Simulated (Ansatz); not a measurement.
```yaml
crystal:
  periodic: [true, true, true]
  atoms:
    - {symbol: F, position_ang: [-1.494012, -1.156519, 1.131463]}
    - {symbol: B, position_ang: [-0.779644, -0.823922, 0.081220]}
    - {symbol: Si, position_ang: [0.597407, 0.663392, 0.084863]}
    - {symbol: Br, position_ang: [-1.087219, -1.827385, -1.529782]}
    - {symbol: H, position_ang: [0.210518, 1.667499, -0.940925]}
    - {symbol: H, position_ang: [0.697666, 1.322285, 1.413151]}
    - {symbol: H, position_ang: [1.916584, 0.086750, -0.285692]}
basis:
  gaussian: {orbitals: def2-SVP}
hamiltonian: {xc: {name: PBEsol}, dispersion: d4}
```

```sh
$ ansatz run in.yaml --threads 2 --pin off --events-out ev --progress --plain --max-ram 4352MiB
```

(1) How does Ansatz answer? (Best estimate.)

Results:

(1) The calculation gave: The program refused the input.
```
Error: YAML parse error: error: line 2 column 3: crystal: missing field `lattice` (a structure is typed as `lattice` and `atoms`, a molecule's as `atoms` in Å alone, or read from a run's directory, `checkpoint`)
 --> <input>:2:3
1 | crystal:
2 |   periodic: [true, true, true]
3 |   atoms:
4 |     - {symbol: F, position_ang: [-1.494012, -1.156519, 1.131463]}
```
